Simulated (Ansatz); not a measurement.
```yaml
crystal:
  periodic: [false, false, false]
  atoms:
    - {symbol: C, position_ang: [-0.586850, 1.768142, 0.411640]}
    - {symbol: O, position_ang: [-0.289352, 1.342097, -0.883216]}
    - {symbol: In, position_ang: [0.326437, -0.502272, -1.336082]}
    - {symbol: C, position_ang: [0.481217, -1.763790, 0.386631]}
    - {symbol: H, position_ang: [-0.454428, 0.989997, 1.180084]}
    - {symbol: H, position_ang: [0.052719, 2.614650, 0.696438]}
    - {symbol: H, position_ang: [-1.628646, 2.110632, 0.475832]}
    - {symbol: H, position_ang: [0.585707, -0.633500, -3.017950]}
    - {symbol: H, position_ang: [0.825602, -2.761576, 0.117472]}
    - {symbol: H, position_ang: [1.181421, -1.323614, 1.098491]}
    - {symbol: H, position_ang: [-0.493827, -1.840756, 0.870660]}
basis:
  gaussian: {orbitals: def2-TZVP, nuclear_model: gaussian}
magnetization: {spin_polarized: true, initial_magnetization: 1}
hamiltonian: {xc: {name: BLYP}}
accuracy: high
output: {forces: true}
```

```sh
$ ansatz run in.yaml --threads 4 --pin off --events-out ev --progress --plain --max-ram 10444MiB
```

(1) How does Ansatz answer? (Best estimate.)

## Answers

(1) The calculation gave: The input was rejected before any iteration.
```
Error: a molecule whose nuclei and cores have a total charge of 48 cannot have a net charge of 0 together with 1 unpaired electrons
```
